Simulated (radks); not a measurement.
The numbers below are computed, except where a source is named.
The arsenic ion As8+, configuration [Ar] 3d7. Level of theory: Dirac Kohn-Sham, PW91, spin-unpolarised, spherical densities, finite nucleus; open shells fill j = l - 1/2 first; Fermi nuclear charge, rms radius 4.0968 fm (a radial shooting solver on a logarithmic mesh with Libxc functionals). Some entries of the table are withheld. Estimate them.

| orbital | occ. | eigenvalue (hartree) | r(max) (bohr) | <1/r> (bohr^-1) |
|---|---|---|---|---|
| 1s1/2 | 2 | -437.0726 | 0.02973 | 33.47 |
| 2s1/2 | 2 | -61.11770 | 0.1701 | (1) |
| 2p1/2 | 2 | -55.30779 | 0.1342 | 7.383 |
| 2p3/2 | 4 | -53.96281 | 0.1372 | 7.168 |
| 3s1/2 | 2 | -12.96221 | 0.5144 | 2.477 |
| 3p1/2 | 2 | -10.98967 | 0.5053 | 2.373 |
| 3p3/2 | 4 | -10.78643 | 0.5131 | 2.323 |
| 3d3/2 | 4 | -7.40802 | 0.4517 | 2.112 |
| 3d5/2 | 3 | -7.37466 | 0.4540 | 2.100 |
| 4s1/2 | 0 | -4.65882 | (2) | 0.9938 |
| 4p1/2 | 0 | -4.06590 | 1.375 | (3) |
| 4p3/2 | 0 | -4.02544 | 1.390 | (4) |

Answer. 
(1) 2s1/2 <1/r> (bohr^-1): 7.420
(2) 4s1/2 r(max) (bohr): 1.297
(3) 4p1/2 <1/r> (bohr^-1): 0.9299
(4) 4p3/2 <1/r> (bohr^-1): 0.9188
